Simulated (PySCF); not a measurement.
## C₂H₅BO₃: full NMR table

```yaml
Formula: C2H5BO3
SMILES: OB1OCCO1
Carbon_signals: 1
Proton_signals: 2
```

Atoms are numbered as in `[OH:1][B:2]1[O:3][CH2:4][CH2:5][O:6]1`; H(Xn) means a hydrogen on atom n.

- structure optimised with PBE0-D3(BJ)/def2-SVP
- shielding tensors at CAM-B3LYP/pcSseg-2 (GIAO)
- B3LYP/pcJ-1 coupling constants (spin–dipole term only in couplings to heteroatoms)
- program: PySCF 2.14.0 with density-fitted response routines
- gas phase, fast rotation and ring inversion assumed for equivalent nuclei, non-relativistic Hamiltonian, a single conformation

Scale: 1H (σref 31.34), 13C (σref 182.55) against TMS; BF3·OEt2 for 11B (σref 97.88); H2O for 17O (σref 329.76) (reference shieldings calculated alike).

```tsv
carbon	δC, type	δH (multiplicity, J in Hz)	HMBC from (abs. J ≥ 3 Hz)	span of the C tensor (ppm)
C4/C5	69.8, CH2	4.23 (s)	–	88
```

Other nuclei:
```csv
atoms,nucleus,environment,δ (ppm),σ (ppm)
H(O1),1H,hydrogen on an oxygen bonded to B,2.86,28.47
B2,11B,"boron bonded to 3 O, in a 5-membered ring",23.0,74.9
O3/O6,17O,"oxygen bonded to C, B, in a 5-membered ring",81.7,248.1
O1,17O,"oxygen bonded to B, H",64.9,264.9
```

Selected couplings (Hz, signed; the shortest-range and largest first, 30 at most; isotopes 13C, 1H, 11B): 1J(C4,H(C4)) 152.7, 2J(B2,C4) 2.9, 3J(B2,H(C4)) 2.0.

δC 69.8: sp3 CH2 bonded to O; pulled downfield by the heteroatom. δH 4.23: hydrogen on an sp3 CH2 bonded to O; its carbon carries O, which withdraws density. δH 2.86: hydrogen on an oxygen bonded to B; labile proton, position sensitive to the medium.

The OH or NH signal is concentration- and solvent-dependent in practice; the value given is the gas-phase one. Shifts are as computed, not scaled to solution data. Of 1211 compounds with measured shifts, 218 miss one by over three times the rms of a fit or turn the order of signals round; such compounds aren't used in these exercises. Experimental scales use liquid or dissolved standards, which lie at an offset from isolated H2O (liquid H2O: subtract about 36 ppm).
